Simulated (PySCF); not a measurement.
Coordinates in bohr (charge 0 multiplicity 2):
```
I     0.0000    0.0000    0.0000
F     0.0000    0.0000    3.6378
F     0.0000    0.0000   -3.6378
F     3.6378    0.0000    0.0000
F     0.0000    3.6378    0.0000
F    -3.6378    0.0000    0.0000
F     0.0000   -3.6378    0.0000
```

All numbers come from UPBE0/[I def2-SVP with ECP28, F def2-SVP], scalar-relativistic core potentials, density fitting, no spin–orbit coupling, PySCF.

This geometry of IF6 is a stationary point at this level.

What is the point group?

Oh.

Is it a minimum?

Yes: all harmonic wavenumbers are real.

List the harmonic modes with their infrared intensities.


```json
{"symmetry": "t2u", "ω (cm⁻¹)": "164", "IR (km/mol, summed over degenerate members)": "0.0", "type": "bend"}
{"symmetry": "t1u", "ω (cm⁻¹)": "170", "IR (km/mol, summed over degenerate members)": "20.7", "type": "bend"}
{"symmetry": "t2g", "ω (cm⁻¹)": "234", "IR (km/mol, summed over degenerate members)": "0.0", "type": "bend"}
{"symmetry": "eg", "ω (cm⁻¹)": "598", "IR (km/mol, summed over degenerate members)": "0.0", "type": "stretch"}
{"symmetry": "t1u", "ω (cm⁻¹)": "630", "IR (km/mol, summed over degenerate members)": "598", "type": "stretch"}
{"symmetry": "a1g", "ω (cm⁻¹)": "633", "IR (km/mol, summed over degenerate members)": "0.0", "type": "stretch"}
```

What is the atomisation energy, with and without zero-point energy?

1321 kJ/mol without, 1288 kJ/mol with.

In Oh the vibrations span t2u + 2t1u + t2g + eg + a1g. The a1g, eg, t2g, t2u modes carry no infrared intensity, as symmetry demands. With a centre of inversion only u modes can be infrared active and only g modes Raman active.

Only a few start shapes were tried, so a lower isomer may exist. With an element this heavy the missing spin–orbit coupling can shift these numbers.
